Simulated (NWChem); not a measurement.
System: C₅H₅N; SMILES C=C/C=C/C#N

Output (shortened):

```
             Northwest Computational Chemistry Package (NWChem) 7.3.0
             --------------------------------------------------------

 CS  symmetry detected

                             Geometry "geometry" -> ""
                             -------------------------

 Output coordinates in angstroms (scale by  1.889725989 to convert to a.u.)

  No.       Tag          Charge          X              Y              Z
 ---- ---------------- ---------- -------------- -------------- --------------
    1 C                    6.0000     0.41347362    -2.82023475     0.00000000
    2 C                    6.0000    -0.35250652    -1.73152730     0.00000000
    3 C                    6.0000     0.18084799    -0.39470286     0.00000000
    4 C                    6.0000    -0.58679492     0.70702359     0.00000000
    5 C                    6.0000    -0.04755896     2.00259448     0.00000000
    6 N                    7.0000     0.38738816     3.06504951     0.00000000
    7 H                    1.0000     1.48908156    -2.75191509     0.00000000
    8 H                    1.0000    -0.00526136    -3.81148250     0.00000000
    9 H                    1.0000    -1.43133130    -1.82156547     0.00000000
   10 H                    1.0000     1.25895692    -0.29587020     0.00000000
   11 H                    1.0000    -1.66793023     0.64656772     0.00000000

 Effective nuclear repulsion energy (a.u.)     179.5586975863

      Symmetry information
      --------------------

 Group name             Cs
 Group number              2
 Group order               2
 No. of unique centers    11

                                Z-matrix (autoz)
                                --------

 Units are Angstrom for bonds and degrees for angles

      Type          Name      I     J     K     L     M      Value
      ----------- --------  ----- ----- ----- ----- ----- ----------
    1 Stretch                  1     2                       1.33117
    2 Stretch                  1     7                       1.07778
    3 Stretch                  1     8                       1.07606
    4 Stretch                  2     3                       1.43929
    5 Stretch                  2     9                       1.08258
    6 Stretch                  3     4                       1.34279
    7 Stretch                  3    10                       1.08263
    8 Stretch                  4     5                       1.40331
    9 Stretch                  4    11                       1.08282
   10 Stretch                  5     6                       1.14804
   11 Bend                     1     2     3               123.12041
   12 Bend                     1     2     9               120.35819
   13 Bend                     2     1     7               121.49462
   14 Bend                     2     1     8               121.97023
   15 Bend                     2     3     4               123.38204
   16 Bend                     2     3    10               116.98837
   17 Bend                     3     2     9               116.52140
   18 Bend                     3     4     5               122.53481
   19 Bend                     3     4    11               121.66680
   20 Bend                     4     3    10               119.62959
   21 Bend                     5     4    11               115.79839
   22 Bend                     6     4     3               122.68539
   23 Bend                     6     4    11               115.64782
   24 Bend                     7     1     8               116.53515
   25 Torsion                  1     2     3     4         180.00000
   26 Torsion                  1     2     3    10           0.00000
   27 Torsion                  2     3     4     5         180.00000
   28 Torsion                  2     3     4    11           0.00000
   29 Torsion                  3     2     1     7           0.00000
   30 Torsion                  3     2     1     8         180.00000
   31 Torsion                  4     3     5     6         180.00000
   32 Torsion                  4     3     2     9           0.00000
   33 Torsion                  5     4     3    10           0.00000
   34 Torsion                  7     1     2     9         180.00000
   35 Torsion                  8     1     2     9           0.00000
   36 Torsion                  9     2     3    10         180.00000
   37 Torsion                 10     3     4    11         180.00000
   38 Torsion                  4    11     5     6         180.00000

                           NWChem Geometry Optimization
                           ----------------------------

 maximum gradient threshold         (gmax) =   0.000450
 rms gradient threshold             (grms) =   0.000300
 maximum cartesian step threshold   (xmax) =   0.001800
 rms cartesian step threshold       (xrms) =   0.001200
 fixed trust radius                (trust) =   0.300000
 source of zmatrix                         =   autoz

          -------------------
          Energy Minimization
          -------------------

 Using diagonal initial Hessian
 Scaling for Hessian diagonals: bonds = 1.00  angles = 0.25  torsions = 0.10

          --------
          Step   0

                                 NWChem DFT Module
                                 -----------------

[...]

      ----------------------
      Optimization converged
      ----------------------

  Step       Energy      Delta E   Gmax     Grms     Xrms     Xmax
  ---- ---------------- -------- -------- -------- -------- --------
@    5    -248.23254953 -6.6D-07  0.00007  0.00002  0.00061  0.00173
                                     ok       ok       ok       ok

                                Z-matrix (autoz)
                                --------

 Units are Angstrom for bonds and degrees for angles

[...]

 Rotational Constants
 --------------------
 A=   0.887775 cm-1  (  1.277281 K)
 B=   0.047793 cm-1  (  0.068762 K)
 C=   0.045352 cm-1  (  0.065249 K)

 Temperature                      =   298.15K
 frequency scaling parameter      =   1.0000

 Zero-Point correction to Energy  =   53.154 kcal/mol  (  0.084706 au)
 Thermal correction to Energy     =   57.038 kcal/mol  (  0.090896 au)
 Thermal correction to Enthalpy   =   57.631 kcal/mol  (  0.091840 au)

 Total Entropy                    =   77.283 cal/mol-K
   - Translational                =   38.999 cal/mol-K (mol. weight =  79.0422)
   - Rotational                   =   26.219 cal/mol-K (symmetry #  =        1)
   - Vibrational                  =   12.064 cal/mol-K

 Cv (constant volume heat capacity) =   21.043 cal/mol-K
   - Translational                  =    2.979 cal/mol-K
   - Rotational                     =    2.979 cal/mol-K
   - Vibrational                    =   15.084 cal/mol-K

[normal modes left out]

 ----------------------------------------------------------------------------
 Normal Eigenvalue ||           Projected Infra Red Intensities
  Mode   [cm**-1]  || [atomic units] [(debye/angs)**2] [(KM/mol)] [arbitrary]
 ------ ---------- || -------------- ----------------- ---------- -----------
    1       -0.000 ||    0.000461           0.011         0.449       0.663
    2       -0.000 ||    0.000443           0.010         0.432       0.638
    3       -0.000 ||    0.001339           0.031         1.305       1.927
    4       -0.000 ||    0.001087           0.025         1.060       1.565
    5       -0.000 ||    0.003176           0.073         3.096       4.571
    6       -0.000 ||    0.000707           0.016         0.689       1.018
    7      135.545 ||    0.004228           0.098         4.122       6.085
    8      142.659 ||    0.000192           0.004         0.187       0.277
    9      207.266 ||    0.002469           0.057         2.407       3.553
   10      318.110 ||    0.004277           0.099         4.169       6.155
   11      460.003 ||    0.000384           0.009         0.374       0.553
   12      496.252 ||    0.005494           0.127         5.356       7.907
   13      573.192 ||    0.000331           0.008         0.322       0.476
   14      668.956 ||    0.000638           0.015         0.622       0.918
   15      867.846 ||    0.015644           0.361        15.250      22.515
   16      954.287 ||    0.027986           0.646        27.282      40.278
   17      968.456 ||    0.002326           0.054         2.268       3.348
   18      986.251 ||    0.010097           0.233         9.843      14.532
   19     1036.011 ||    0.001478           0.034         1.440       2.127
   20     1050.205 ||    0.039816           0.919        38.814      57.303
   21     1208.924 ||    0.000071           0.002         0.069       0.102
   22     1299.857 ||    0.000636           0.015         0.620       0.916
   23     1330.593 ||    0.003824           0.088         3.728       5.503
   24     1343.896 ||    0.003603           0.083         3.513       5.186
   25     1473.952 ||    0.002695           0.062         2.627       3.878
   26     1664.792 ||    0.018611           0.429        18.143      26.785
   27     1710.692 ||    0.013006           0.300        12.679      18.719
   28     2333.680 ||    0.032955           0.760        32.126      47.429
   29     3164.910 ||    0.007568           0.175         7.377      10.891
   30     3172.782 ||    0.002850           0.066         2.778       4.102
   31     3182.866 ||    0.001642           0.038         1.601       2.363
   32     3190.127 ||    0.010018           0.231         9.766      14.418
   33     3257.463 ||    0.009241           0.213         9.009      13.300
 ----------------------------------------------------------------------------
```

Level: B3LYP/6-31G* (spherical d). B3LYP is NWChem's, with the RPA form of VWN correlation.

Question: Write an input that gives this output.

Answer: Several could match; the one computed here: the input that was run:
```
start job
memory heap 200 mb stack 900 mb global 1100 mb
geometry units angstroms
  C     -2.935384     0.054901     0.282475
  C     -1.801212    -0.446948    -0.201065
  C     -0.504866     0.093301     0.113871
  C      0.642380    -0.408678    -0.370815
  C      1.897262     0.132427    -0.051823
  N      2.926836     0.570356     0.205442
  H     -2.937653     0.905280     0.944631
  H     -3.895129    -0.363639     0.034231
  H     -1.820395    -1.301494    -0.865409
  H     -0.476889     0.948184     0.777557
  H      0.652822    -1.262498    -1.036691
end
basis spherical
  * library 6-31g*
end
dft
  xc b3lyp
  iterations 150
end
driver
  maxiter 120
end
task dft optimize
task dft freq
```
